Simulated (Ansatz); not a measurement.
Abridged output of a molecular run in Ansatz:

```
Functional definition: HF
2650 factors; integrals over basis functions are off by at most 1.1e-3 eV
mean field evaluation 1: about -15395.4175 eV, gradient 8.2e1 eV
mean field evaluation 2: about -15395.7697 eV, gradient 8.3e1 eV
mean field evaluation 4: about -15409.1315 eV, gradient 1.5e1 eV
mean field evaluation 8: about -15409.6714 eV, gradient 1.3e0 eV
mean field -15409.67655001 eV, -566.2951681591 hartree, gradient 7.7e-6 eV, S^2 0.000000; 0 other end points of the search recorded, 0 dependent functions left out
8 core orbitals not correlated: weight in the atoms' cores, before any rotation towards them, 1.000 or more for the frozen orbitals, at most 0.000 for the correlated occupied ones
reference -15409.67655001 eV, -566.2951681591 hartree; 32, 32 occupied and 390, 390 virtual orbitals, 2650 factors
second order -58.24980748 eV of doubles, -0.00000000 eV of singles
cycle   1  -55.93526651 eV  change     2.3e0 eV  update   2.7e-1
cycle   2  -57.67495727 eV  change    -1.7e0 eV  update   1.6e-1
cycle   3  -58.16619852 eV  change   -4.9e-1 eV  update   4.3e-2
cycle   4  -58.20437178 eV  change   -3.8e-2 eV  update   1.6e-2
cycle   5  -58.17795581 eV  change    2.6e-2 eV  update   5.1e-3
cycle   6  -58.17685728 eV  change    1.1e-3 eV  update   2.3e-3
cycle   7  -58.17795141 eV  change   -1.1e-3 eV  update   1.1e-3
cycle   8  -58.17738347 eV  change    5.7e-4 eV  update   4.7e-4
cycle   9  -58.17733538 eV  change    4.8e-5 eV  update   2.2e-4
cycle  10  -58.17769377 eV  change   -3.6e-4 eV  update   9.7e-5
cycle  11  -58.17745832 eV  change    2.4e-4 eV  update   4.8e-5
cycle  12  -58.17742465 eV  change    3.4e-5 eV  update   2.0e-5
perturbative correction -2.59620782 eV, -0.0954088776 hartree
Total energy: -15470.45018248 eV, -568.5285579583 hartree
```

Its atoms:

Cartesian coordinates in Å:
```
C 0.3277 -1.2476 1.1753
C -0.3264 -0.3395 0.1366
C -1.5399 0.3680 0.7352
C -0.7325 -1.1447 -1.0956
N 0.6303 0.6571 -0.2649
Nb 1.7815 1.8546 -0.7466
F 1.0492 3.5207 -0.3021
F 2.0209 1.6642 -2.5950
F 3.3574 1.5051 0.2042
H -0.3771 -2.0170 1.4994
H 0.6376 -0.6712 2.0490
H 1.2083 -1.7384 0.7565
H -1.9975 1.0337 0.0010
H -1.2488 0.9615 1.6039
H -2.2855 -0.3658 1.0504
H -1.4608 -1.9114 -0.8206
H -1.1813 -0.4945 -1.8488
H 0.1368 -1.6351 -1.5378
```

(1) Which basis set was used?
A. cc-pV(Q+d)Z
B. def2-SVPD
C. def2-TZVPP
D. cc-pV(D+d)Z

(2) Write the keys of the input that set method, charge and spin (a neutral closed shell needs none for the last two).

Results:

(1) C. It gives 430 functions.

(2) 
```yaml
correlation: {method: ccsd_t}
```
